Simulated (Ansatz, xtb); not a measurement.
H4OSn2: which of two structures lies lower

Structure X is `[OH][Sn][SnH3]`, a singlet and structure Y is a singlet given by its coordinates. Both are isolated molecules in the gas phase, relaxed with PBE0-D3(BJ)/def2-SVP; the shapes shown needn't be the lowest conformers.

X (Å):

```xyz
7

O    -3.4310    1.5889   -2.4659
Sn   -3.2458   -0.1004   -1.4106
Sn   -0.3778    0.2577   -1.0469
H    -2.6152    2.0866   -2.6009
H     0.1212    0.3955    0.5978
H     0.1436    1.7140   -1.8220
H     0.5897   -1.0035   -1.7149
```

Y (Å):

```csv
atom,x (Å),y (Å),z (Å)
O,-1.4055,1.8867,-1.4411
Sn,-2.8348,0.2518,-1.7744
Sn,0.2555,0.5374,-0.9083
H,-1.2269,2.3429,-2.2732
H,-3.1145,0.1980,-0.0187
H,0.7361,0.5151,-2.6373
H,-1.1708,-0.7412,-1.4233
```

Close contacts (Å): O1–Sn2 2.20, O1–Sn3 2.21, Sn2–Sn3 3.22, O1–H4 0.97, Sn2–H5 1.78, Sn2–H7 1.97, Sn3–H6 1.79, Sn3–H7 1.98.

Problem. Estimate E(Y) − E(X) at the level CCSD(T)/def2-TZVP.

Solution. Calculated at CCSD(T)/def2-TZVP: E(Y) − E(X) = −0.179 eV, so structure Y lies lower.

How the difference moves with the method:

```tsv
level	geometry	E(Y) − E(X) (eV)	departure from the last row (eV)	job, with rough time for the two
PBE0-D3(BJ)/def2-SVP	PBE0-D3(BJ)/def2-SVP	−0.334	−0.155	optimisation, 66 s
HF/def2-TZVP	PBE0-D3(BJ)/def2-SVP	−0.080	+0.099	part of the CCSD(T) run
MP2/def2-TZVP	PBE0-D3(BJ)/def2-SVP	−0.195	−0.016	part of the CCSD(T) run
CCSD(T)/def2-TZVP	PBE0-D3(BJ)/def2-SVP	−0.179		single point, 1.9 min
```

The levels shown agree on the order. The largest departure from CCSD(T)/def2-TZVP is that of PBE0-D3(BJ)/def2-SVP, 0.155 eV. Levels run at GFN2-xTB geometries aren't shown.

With harmonic frequencies from PBE0-D3(BJ)/def2-SVP (ideal gas, rigid rotor, one conformer each, 298.15 K, 1 atm): on the last row, ΔE + ΔZPE = −0.167 eV. A mode under 50 cm⁻¹ makes harmonic enthalpies and free energies unreliable, so none is given.

The correlated steps freeze 9 core orbitals; the filled d shell of Sn is correlated, in a basis made for valence electrons. Atoms past krypton carry core potentials in the def2 sets and no spin–orbit term is included. Codes used: Ansatz 0.2.0; the last row on 2 threads of Arm Neoverse V2 on a shared host.
